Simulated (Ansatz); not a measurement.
A series at B: from `BrB(Br)Br`, ligands are replaced one by one, each step taking up H₂ and setting free HBr; n counts the steps. Ansatz, PBE0-D4/def2-TZVP geometries.

```csv
n,molecule,"HOMO energy, ωB97M-V/def2-TZVPP (eV)"
0,`BrB(Br)Br`,-10.50
1,`BrBBr`,?
2,`BBr`,-10.45
3,BH₃,-12.31
```

By hand: fit a straight line y = ȳ + b (n − n̄) to the 3 given rows and predict n = 1.

n̄ = 1.667, ȳ = -11.087; Σ(n − n̄)(y − ȳ) = -2.397, Σ(n − n̄)² = 4.667, so b = -0.514 eV a step. Prediction: -11.087 + (-0.514) × (-0.667) = -10.74 eV.

By hand: compare with the computed value, -10.74 eV, and give the steps along the whole series.

The line misses by 0.00 eV (computed minus predicted). Steps: -0.24, 0.29, -1.86 eV.

The steps change sign along the series, so a line is a poor guide. The highest orbital can change its character along such a series. The miss is 0.0 % of the series' range.

Spin–orbit coupling is left out; it splits and shifts lone-pair levels of the heavy atoms by tenths of an eV.
